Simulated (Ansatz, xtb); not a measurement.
Relative energy of two isomers of C5H9BS2

Structure X is `B1SC[C@H](C2CC2)S1`, a singlet and structure Y is `C=CC[C@@H]1CSBS1`, a singlet. Both are isolated molecules in the gas phase, relaxed with B3LYP/def2-SVP; each stands in its lowest conformer found.

X (Å):

```
atom    x (Å)    y (Å)    z (Å)
   C   0.0939  -1.1661  -0.7567
   C  -0.1495   0.1168   0.0421
   C   0.0613   1.3861  -0.7540
   C  -1.0824   1.9648  -1.5570
   C  -0.5851   2.6738  -0.3224
   B   2.2805  -0.8643   0.7766
   S   1.8970  -1.5815  -0.8229
   S   0.9729   0.0925   1.5431
   H   3.3499  -1.0131   1.2989
   H  -0.4153  -2.0218  -0.2883
   H  -0.2759  -1.0617  -1.7877
   H  -1.1776   0.1017   0.4390
   H   1.0582   1.4655  -1.2007
   H  -0.8593   2.3963  -2.5369
   H  -2.0543   1.4638  -1.5022
   H  -0.0180   3.6008  -0.4424
   H  -1.2180   2.6528   0.5703
```

Y (Å):

```xyz
17

C     0.0980   -0.5465    2.3910
C    -0.5143    0.3303    1.5900
C    -0.0049    1.7057    1.2516
C     0.1951    1.9162   -0.2594
C     1.2704    1.0203   -0.8683
B     1.4670    3.3650   -2.1703
S     1.7754    1.6356   -2.5363
S     0.6219    3.6978   -0.6247
H     1.0532   -0.3130    2.8733
H    -0.3360   -1.5276    2.6024
H    -1.4727    0.0509    1.1318
H    -0.7335    2.4569    1.6064
H     0.9420    1.9066    1.7803
H    -0.7606    1.7381   -0.7811
H     0.9114   -0.0138   -0.9746
H     2.1707    1.0056   -0.2326
H     1.8022    4.2426   -2.9157
```

Energies in hartree; the thermal terms are from GFN2-xTB frequencies at re-optimised GFN2-xTB minima (ideal gas, soft modes damped towards free rotors, one conformer each, 298.15 K, 1 atm) and include the zero-point energy:

|  | X | Y |
| --- | --- | --- |
| E, CCSD(T)/def2-SVP | −1015.098087 | −1015.104001 |
| E, MP2/def2-SVP | −1014.977678 | −1014.978744 |
| E, MP2/def2-TZVPP | −1015.738083 | −1015.741166 |
| zero-point energy | 0.131930 | 0.130303 |
| H(298 K) − E | 0.141292 | 0.140384 |
| G(298 K) − E | 0.098091 | 0.095372 |

Task: Correct the CCSD(T) difference for the basis set by the MP2 change, then work out ΔE, ΔE₀, ΔH and ΔG for X → Y in kJ/mol (1 Eh = 2625.50 kJ/mol) and the equilibrium ratio [Y]/[X].

Result: 1. Differences Y − X: CCSD(T) −0.005914, MP2 in the small set −0.001066, MP2 in the large set −0.003083 Eh.
2. ΔE = −0.005914 + (−0.003083 − (−0.001066)) = −0.007931 Eh = −20.82 kJ/mol.
3. ΔE₀ = ΔE + ΔZPE = −0.007931 + (−0.001627) Eh = −25.09 kJ/mol.
4. ΔH = ΔE + (−0.000908) Eh = −23.21 kJ/mol.
5. ΔG = ΔE + (−0.002719) Eh = −27.96 kJ/mol, so ΔS = (ΔH − ΔG)/T = +15.9 J/(mol K).
6. kT = 0.9442 mEh, so K = [Y]/[X] = exp(−ΔG/kT) = exp(+11.28) ≈ 7.9 × 10^4.

Structure Y is favoured at this temperature. An error of 4 kJ/mol in ΔG would change K by a factor of 5. r2SCAN-D4/def2-SVP found them nearly level. GFN2-xTB, HF/STO-3G gave ΔE the other sign. Mirror images and further conformers aren't counted.

As drawn, Y has 1 C=C in place of 2 C–C. Structure X has a 3-membered ring and a 5-membered ring, Y a 5-membered ring.

Other levels gave ΔE = +28.3 (GFN2-xTB); +26.0 (HF/STO-3G, GFN2-xTB geometries); −1.2 (r2SCAN-D4/def2-SVP, GFN2-xTB geometries); −18.7 (B3LYP/def2-SVP); −23.8 (HF/def2-SVP); −2.8 (MP2/def2-SVP); −15.5 (CCSD(T)/def2-SVP) kJ/mol. The correlated steps freeze 16 core orbitals. Programs: Ansatz 0.2.0, xtb 6.7.1.
